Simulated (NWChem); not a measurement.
Molecule: GaH2OBr; SMILES [OH][GaH][Br]

```xyz
5

Ga    -0.2839     0.8820     0.0000
H     -1.6971     1.5276     0.0000
Br     0.0126    -1.3761     0.0000
O      1.2471     1.7810     0.0000
H      1.1482     2.7391     0.0000
```
Atoms are numbered in this order, from 1.

Results from NWChem. The geometry was optimised at PBE0/def2-SVP. Vzz is the largest principal value of the second derivative of the potential at the nucleus (NWChem prints the opposite sign); η is the asymmetry. Non-relativistic.

```
level               Vzz Ga1 (a.u.)  η Ga1  Vzz Br3 (a.u.)  η Br3  Vzz O4 (a.u.)  η O4  relative time
------------------  --------------  -----  --------------  -----  -------------  ----  -------------
PBE0/def2-SVP                1.995   0.53           3.709   0.29          1.308  0.46              1
PBE0/def2-TZVP               2.665   0.49           3.699   0.30          1.280  0.47              5
CAM-B3LYP/cc-pVTZ            2.598   0.47           3.636   0.31          1.292  0.45             40
CAM-B3LYP/def2-SVP           2.058   0.52           3.762   0.29          1.320  0.44              3
```

The last column is a rough cost ratio, cheapest run = 1.
